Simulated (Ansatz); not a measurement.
The same path of C₂H₅GeSb (9 atoms, charge 0, multiplicity 1) was run 3 times with different band settings. Lost on the way: C1–H5, C2–Ge3. Made: C1–Ge3, C2–H5.

These are results of Ansatz, RKS B3LYP-D4/def2-SVP, not measurements.

Relaxed end points:

```xyz
9
Properties=species:S:1:pos:R:3
C 2.284 -0.646 -1.268
C 1.328 -0.037 -0.824
Ge -0.193 0.840 -0.069
Sb -1.123 -0.726 1.861
H 3.130 -1.176 -1.667
H 0.274 2.189 0.518
H -1.215 1.096 -1.195
H -1.816 -1.781 0.688
H -2.580 0.195 1.939
```

```xyz
9
Properties=species:S:1:pos:R:3
C 1.329 -0.037 -0.825
C 2.289 -0.643 -1.266
Ge -0.195 0.836 -0.073
Sb -1.119 -0.735 1.856
H 3.138 -1.169 -1.662
H 0.268 2.185 0.513
H -1.215 1.087 -1.200
H -1.840 -1.771 0.681
H -2.567 0.201 1.957
```

Common settings: spring 5.0 eV/Å²; optimiser quadratic models (default); start path through a guess of the saddle point; end points relaxed.

| run | movable images | climbing image | force threshold | iteration limit |
| --- | --- | --- | --- | --- |
| 1 | 9 | yes | 0.03 eV/Å | 38 |
| 2 | 3 | no | 0.03 eV/Å | 60 |
| 3 | 9 | yes | 0.5 eV/Å | 27 |

Q: What does each run give, and how far can it be trusted?

A: Run 1: not converged after 38 iterations, highest image 2.015 eV above the first end. The band didn't meet its force threshold, so its energies are provisional: the largest band force was still 0.73 eV/Å, and over the last iterations the top moved between 2.01 and 2.10 eV.
Run 2: not converged after 60 iterations, highest image 1.749 eV above the first end. The band didn't meet its force threshold, so its energies are provisional: the largest band force was still 0.18 eV/Å, and over the last iterations the top moved between 1.75 and 1.79 eV. So few images can step over the top or miss a turn of the path.
Run 3: converged after 24 iterations, highest image 1.979 eV above the first end. The threshold of 0.5 eV/Å is loose, so the images may lie well off the minimum-energy path. The order of the stationary point at the top wasn't checked.
The orbitals stay closed-shell, which can raise the energy where a bond breaks towards radicals; this wasn't checked here.
